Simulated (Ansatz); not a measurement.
Job for Ansatz (a first-principles code): U-PBE/def2-TZVPP on C3H5 (SMILES [CH2]C=C), 2S+1 = 2, atoms moved off the minimum.

Ansatz 0.2 input:
```yaml
crystal:
  periodic: [false, false, false]
  atoms:
    - {symbol: C, position_ang: [-0.72431978, 0.49254401, -0.90809942]}
    - {symbol: C, position_ang: [0.07000245, -0.39343574, -0.13641246]}
    - {symbol: C, position_ang: [0.64514468, -0.19151219, 1.04380206]}
    - {symbol: H, position_ang: [-1.13052115, 0.23107081, -1.84329900]}
    - {symbol: H, position_ang: [-0.92601343, 1.47639189, -0.50780282]}
    - {symbol: H, position_ang: [0.23933914, -1.39383526, -0.62813717]}
    - {symbol: H, position_ang: [1.30032137, -0.87143789, 1.52791629]}
    - {symbol: H, position_ang: [0.50638332, 0.78737104, 1.54088079]}
basis:
  gaussian:
    orbitals: def2-TZVPP
hamiltonian:
  xc: {name: PBE}
magnetization: {spin_polarized: true, initial_magnetization: 1}
output: {forces: true}
```

Task: Predict the final total energy.

Result: -117.1300 hartree.
